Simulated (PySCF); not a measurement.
## Telling isomers of C$_{6}$H$_{6}$F$_{4}$ apart by NMR

- geometry from GFN2-xTB
- shieldings: GIAO PBE0/pcSseg-1
- code: PySCF 2.14.0 with density-fitted response routines
- isolated molecule, rapidly exchanging positions averaged, a single conformation, non-relativistic

References, each an isolated molecule treated in the same way: TMS for ¹H and ¹³C. Splittings of carbon signals by F and P are missing where no couplings were computed. Where no couplings were computed, multiplicities follow the n + 1 count of equivalent neighbours, and m marks all less simple cases (inequivalent or close neighbours, rings, F or P nearby). Shifts are as computed. Against solution values, carbons near 30 ppm lie about +3 ppm off and those near 130 ppm about +5 ppm. Of 1211 compounds with measured shifts, 218 miss one by over three times the rms of a fit or turn the order of signals round; such compounds aren't used in these exercises.

(1) Tabulate the signals of `C=C(C)/C(F)=C/C(F)(F)F`, `C=C/C(=C(/C)F)C(F)(F)F`, `C=CC/C(=C/F)C(F)(F)F` and their relative energies.

(2) What is the quickest way to tell C=C/C(=C(/C)F)C(F)(F)F from C=CC/C(=C/F)C(F)(F)F?

(3) What is the quickest way to tell C=C(C)/C(F)=C/C(F)(F)F from C=C/C(=C(/C)F)C(F)(F)F?

(4) What is the quickest way to tell C=C(C)/C(F)=C/C(F)(F)F from C=CC/C(=C/F)C(F)(F)F?

Results:

(1) 
| SMILES | carbon types | δC | δH | E rel. (kcal/mol) |
| --- | --- | --- | --- | --- |
| C=C(C)/C(F)=C/C(F)(F)F | 3×C 1×CH 1×CH2 1×CH3 | 174.9, 141.7, 132.4, 129.3, 105.8, 20.5 | 6.29 (m, 1H), 5.83 (m, 1H), 5.27 (m, 1H), 1.96 (s, 3H) | 0.0 |
| C=C/C(=C(/C)F)C(F)(F)F | 3×C 1×CH 1×CH2 1×CH3 | 172.6, 133.8, 131.3, 123.8, 118.7, 20.4 | 6.92 (m, 1H), 5.88 (m, 1H), 5.68 (m, 1H), 2.51 (m, 3H) | 1.7 |
| C=CC/C(=C/F)C(F)(F)F | 2×C 2×CH 2×CH2 | 160.1, 140.2, 132.6, 127.9, 120.8, 35.5 | 6.65 (m, 1H), 6.05 (m, 1H), 5.66 (m, 1H), 5.57 (m, 1H), 3.10 (d, 2H) | 10.1 |

Energies are electronic energies at PBE0/pcSseg-1 on these geometries, without zero-point or thermal terms, each for the one conformer computed, which needn't be the lowest.

(2) Both give the same number of carbon signals, but DEPT or the intensities differ. The first has an allylic methyl carbon (CH3) at 20.4 ppm, the second an allylic sp3 CH2 at 35.5 ppm. Their most deshielded carbons lie at 172.6 and 160.1 ppm.

(3) Both give the same number of carbon signals, with the same numbers of each carbon type, so the positions decide. The first has an alkene CH at 105.8 ppm, the second an alkene CH at 131.3 ppm. Their most deshielded carbons lie at 174.9 and 172.6 ppm. In the proton spectra the most deshielded non-exchanging signals are 6.29 (m, 1H) and 6.92 (m, 1H).

(4) Both give the same number of carbon signals, but DEPT or the intensities differ. The first has an allylic methyl carbon (CH3) at 20.5 ppm, the second an allylic sp3 CH2 at 35.5 ppm. Their most deshielded carbons lie at 174.9 and 160.1 ppm.
